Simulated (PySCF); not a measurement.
N-ethenylpropan-2-imine (C5H9N), SMILES C=CN=C(C)C. Atoms are numbered in the order given.

```xyz
15

C      2.1364    -0.5997     0.7748
C      1.5539    -0.3436    -0.4083
N      0.4509     0.4696    -0.6304
C     -0.7224     0.2607    -0.1719
C     -1.1573    -0.9488     0.6240
C     -1.7932     1.2844    -0.4469
H      1.7243    -0.2117     1.7102
H      3.0701    -1.1635     0.8229
H      2.0266    -0.7005    -1.3334
H     -1.3746    -0.6581     1.6660
H     -2.0944    -1.3544     0.2091
H     -0.3893    -1.7324     0.6409
H     -2.2332     1.6474     0.4978
H     -2.6175     0.8364    -1.0281
H     -1.3729     2.1315    -1.0037
```
Charge 0, spin multiplicity 1.

Geometry optimised at B3LYP-D3(BJ)/def2-SVP. The values are those of a single conformer.

All values below come from KT2/pcSseg-1 (PySCF).

GIAO shieldings, no solvent; atoms listed in one row are averaged. δ = σ(ref) − σ: ¹³C against TMS (σ = 185.1 ppm); ¹⁵N against NH3 (σ = 266.2 ppm); ¹H against TMS (σ = 31.47 ppm), references at their B3LYP-D3(BJ)/def2-TZVP geometries, non-relativistic.

| nucleus | atoms | count | δ (ppm) |
|---|---|---|---|
| ¹³C | C4 | 1 | 160.5 |
| ¹³C | C2 | 1 | 145.3 |
| ¹³C | C1 | 1 | 94.2 |
| ¹³C | C6 | 1 | 31.9 |
| ¹³C | C5 | 1 | 20.2 |
| ¹⁵N | N3 | 1 | 360.5 |
| ¹H | H9 | 1 | 7.15 |
| ¹H | H8 | 1 | 4.54 |
| ¹H | H7 | 1 | 4.24 |
| ¹H | H10, H11, H12, H13, H14, H15 | 6 | 2.26 |
